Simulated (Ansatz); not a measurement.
Input file for Ansatz (an electronic-structure program): U-CCSD(T)/def2-TZVPP on F2Sn (SMILES [F][Sn][F]), a point of a bond scan (R = 4.481 Å). Elements past Kr take the def2 small-core potentials; no spin–orbit coupling. The run froze 11 orbitals, filled d shells among them.

Ansatz 0.2 input:
```yaml
crystal:
  periodic: [false, false, false]
  atoms:
    - {symbol: Sn, position_ang: [0.02632264, -0.01583816, 0.34295287]}
    - {symbol: F, position_ang: [1.47127678, 3.00707859, -2.63213726]}
    - {symbol: F, position_ang: [-0.80080048, -1.21048367, -0.95472913]}
basis:
  gaussian:
    orbitals: def2-TZVPP
correlation: {method: ccsd_t, electrons: outside_noble_gas}
scf: {omitted_lower_state_checks: [cluster_reference]}
magnetization: {spin_polarized: true, initial_magnetization: 0}
```

Q: Give the final energy of this run.

A: -412.8232 hartree (reference determinant -412.2755, T1 diagnostic 0.016). Its determinant has ⟨S²⟩ = 1.02, a mixture of spin states.

Q: How many basis functions does it have, and what does it roughly cost on one machine?

A: 112 functions; roughly 60 core-seconds.
